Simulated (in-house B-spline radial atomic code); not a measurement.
Ionisation energies along the 8-electron series, configuration [He] 2s2 2p4, as differences of self-consistent energies. NIST's values go from ground level to ground level; the uncertainty of those that are theory runs from under 0.1 % in few-electron ions to several per cent in heavy many-electron ones. Computed with a B-spline radial code for spherical atoms: non-relativistic Hartree-Fock, average of the configuration, point nuclei.

```json
{"ion": "O", "configuration after": "[He] 2s2 2p3", "ionisation energy (eV)": "14.6", "IE/(q+1)² (eV)": "14.581", "-ε less Coulomb ΔSCF (eV)": "2.186", "tabulated value (eV)": "13.61806", "computed minus tabulated (eV)": "1.0"}
{"ion": "F+", "configuration after": "[He] 2s2 2p3", "ionisation energy (eV)": "?", "IE/(q+1)² (eV)": "?", "-ε less Coulomb ΔSCF (eV)": "?", "tabulated value (eV)": "?", "computed minus tabulated (eV)": "?"}
{"ion": "Ne2+", "configuration after": "[He] 2s2 2p3", "ionisation energy (eV)": "65.6", "IE/(q+1)² (eV)": "7.2882", "-ε less Coulomb ΔSCF (eV)": "2.1213", "tabulated value (eV)": "63.4233", "computed minus tabulated (eV)": "2.2"}
{"ion": "Mg4+", "configuration after": "[He] 2s2 2p3", "ionisation energy (eV)": "144.4", "IE/(q+1)² (eV)": "5.7776", "-ε less Coulomb ΔSCF (eV)": "2.1033", "tabulated value (eV)": "141.33", "computed minus tabulated (eV)": "3.1"}
{"ion": "Al5+", "configuration after": "[He] 2s2 2p3", "ionisation energy (eV)": "194.2", "IE/(q+1)² (eV)": "5.3939", "-ε less Coulomb ΔSCF (eV)": "2.0985", "tabulated value (eV)": "190.49", "computed minus tabulated (eV)": "3.7"}
{"ion": "Si6+", "configuration after": "[He] 2s2 2p3", "ionisation energy (eV)": "?", "IE/(q+1)² (eV)": "?", "-ε less Coulomb ΔSCF (eV)": "?", "tabulated value (eV)": "?", "computed minus tabulated (eV)": "?"}
{"ion": "P7+", "configuration after": "[He] 2s2 2p3", "ionisation energy (eV)": "314.2", "IE/(q+1)² (eV)": "4.9093", "-ε less Coulomb ΔSCF (eV)": "2.0925", "tabulated value (eV)": "309.6", "computed minus tabulated (eV)": "4.6"}
{"ion": "S8+", "configuration after": "[He] 2s2 2p3", "ionisation energy (eV)": "?", "IE/(q+1)² (eV)": "?", "-ε less Coulomb ΔSCF (eV)": "?", "tabulated value (eV)": "?", "computed minus tabulated (eV)": "?"}
{"ion": "Cl9+", "configuration after": "[He] 2s2 2p3", "ionisation energy (eV)": "461.5", "IE/(q+1)² (eV)": "4.6154", "-ε less Coulomb ΔSCF (eV)": "2.089", "tabulated value (eV)": "456.7", "computed minus tabulated (eV)": "4.8"}
{"ion": "Ar10+", "configuration after": "[He] 2s2 2p3", "ionisation energy (eV)": "545.4", "IE/(q+1)² (eV)": "4.5078", "-ε less Coulomb ΔSCF (eV)": "2.0878", "tabulated value (eV)": "540.4", "computed minus tabulated (eV)": "5.0"}
{"ion": "K11+", "configuration after": "[He] 2s2 2p3", "ionisation energy (eV)": "636.2", "IE/(q+1)² (eV)": "4.4178", "-ε less Coulomb ΔSCF (eV)": "2.0868", "tabulated value (eV)": "631.1", "computed minus tabulated (eV)": "5.1"}
{"ion": "Ca12+", "configuration after": "[He] 2s2 2p3", "ionisation energy (eV)": "733.7", "IE/(q+1)² (eV)": "4.3414", "-ε less Coulomb ΔSCF (eV)": "2.086", "tabulated value (eV)": "728.6", "computed minus tabulated (eV)": "5.1"}
```

Task: Fill in the row of F+.

Result: ionisation energy (eV): 36.6; IE/(q+1)² (eV): 9.1408; -ε less Coulomb ΔSCF (eV): 2.141; tabulated value (eV): 34.97081; computed minus tabulated (eV): 1.6.

Task: Fill in the row of Si6+.

Result: ionisation energy (eV): 250.8; IE/(q+1)² (eV): 5.1178; -ε less Coulomb ΔSCF (eV): 2.0951; tabulated value (eV): 246.57; computed minus tabulated (eV): 4.2.

Task: Fill in the row of S8+.

Result: ionisation energy (eV): 384.5; IE/(q+1)² (eV): 4.7464; -ε less Coulomb ΔSCF (eV): 2.0905; tabulated value (eV): 379.84; computed minus tabulated (eV): 4.6.

Task: How far is this level of theory from the measured and semi-empirical values?

Result: Over those 12 rows the differences run from +0.963 to +5.1 eV (mean absolute value 3.7 eV). The calculation leaves out relativity, correlation and, in open shells, the multiplet splittings that an average leaves out.
